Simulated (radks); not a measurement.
The numbers below are computed, except where a source is named.
Problem. Radial electron density D(r) = 4 pi r^2 rho(r) of an atom or ion with 35 electrons. Level of theory: scalar-relativistic Kohn-Sham, LDA (Slater exchange, Perdew-Wang correlation), spin-polarised, spherical densities, finite nucleus; Fermi nuclear charge, rms radius of each element as measured or else 0.836 A^(1/3) + 0.57 fm (a radial shooting solver on a logarithmic mesh with Libxc functionals).

```
   r/bohr * D(r) (the largest magnitude, 101, reaches the edge; | marks zero)
 0.002254 |     *
 0.002541 |      *
 0.002888 |        *
 0.003256 |         *
 0.003672 |           *
  0.00414 |             *
 0.004705 |                *
 0.005305 |                   *
 0.005981 |                      *
 0.006744 |                         *
 0.007665 |                            *
 0.008642 |                               *
 0.009744 |                                  *
  0.01099 |                                     *
  0.01249 |                                       *
  0.01408 |                                        *
  0.01587 |                                         *
   0.0179 |                                         *
  0.02034 |                                        *
  0.02293 |                                       *
  0.02586 |                                      *
  0.02916 |                                     *
  0.03314 |                                    *
  0.03736 |                                     *
  0.04212 |                                        *
   0.0475 |                                           *
  0.05398 |                                                *
  0.06086 |                                                   *
  0.06862 |                                                      *
  0.07737 |                                                      *
  0.08794 |                                                   *
  0.09915 |                                               *
   0.1118 |                                          *
    0.126 |                                       *
   0.1433 |                                      *
   0.1615 |                                        *
   0.1821 |                                           *
   0.2053 |                                              *
   0.2334 |                                             *
   0.2631 |                                       *
   0.2967 |                               *
   0.3345 |                      *
   0.3802 |               *
   0.4286 |            *
   0.4833 |           *
   0.5449 |          *
   0.6193 |        *
   0.6983 |      *
   0.7873 |   *
   0.8877 | *
    1.009 |*
    1.138 *
    1.283 *
    1.446 *
    1.644 *
    1.853 *
```

What is the nuclear charge?

Solution. Z = 59. The innermost maximum, from 1s, lies near gamma/Z bohr with gamma = sqrt(1 - (Z/c)^2) = 0.903, here 0.0153 bohr (found: 0.0168), and its height grows with Z. The density is that of the praseodymium ion Pr24+ in [Ar] 3d10 4s2 4p5; the configuration itself is not fixed sharply by these data, and Z only to a few units. D(r) has 3 maxima, at r = 0.0168, 0.0737, 0.212 bohr, and minima at 0.0324, 0.139 bohr, inside which lie 1.96, 11.06 electrons.
